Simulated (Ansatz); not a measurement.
CH8SiSn: structure from calculated spectroscopic constants

These gas-phase data were calculated for one isomer of CH8SiSn at B3LYP-D3(BJ)/def2-SVP (harmonic, unscaled wavenumbers; equilibrium rotational constants with average atomic masses):

```
rotational constants            : 15.75, 1.529, 1.462 GHz
all wavenumbers above 1500 cm⁻¹ : 3120, 3056, 2218, 2218, 2208, 1906, 1903, 1894
```

Candidates:

(1) `[SiH3][CH2][SnH3]`, a singlet
(2) `C[SiH2][SnH3]`, a singlet
(3) `[CH3][SnH2][SiH3]`, a singlet

Question: Assign the data to one candidate and say why.

Answer: Candidate (1). 3 modes lie between 2000 and 2380 cm⁻¹, one for each Si–H bond, while (2) has 2. 3 modes lie between 1650 and 2000 cm⁻¹, one for each Sn–H bond, while (3) has 2.

The same quantities for all candidates:

```
     rotational constants (GHz)                     wavenumbers above 1500 cm⁻¹  E above the lowest, B3LYP-D3(BJ)/def2-SVP (kcal/mol)
(1)         15.75, 1.529, 1.462  3120, 3056, 2218, 2218, 2208, 1906, 1903, 1894                                                  10.9
(2)         11.86, 1.667, 1.537  3131, 3127, 3034, 2208, 2203, 1891, 1885, 1879                                                   0.0
(3)         7.733, 2.316, 1.896  3157, 3156, 3049, 2220, 2217, 2207, 1879, 1873                                                   4.2
```

Harmonic stretches to hydrogen usually lie a few per cent above observed fundamentals. Atoms past krypton carry core potentials. Programs: Ansatz 0.2.0.
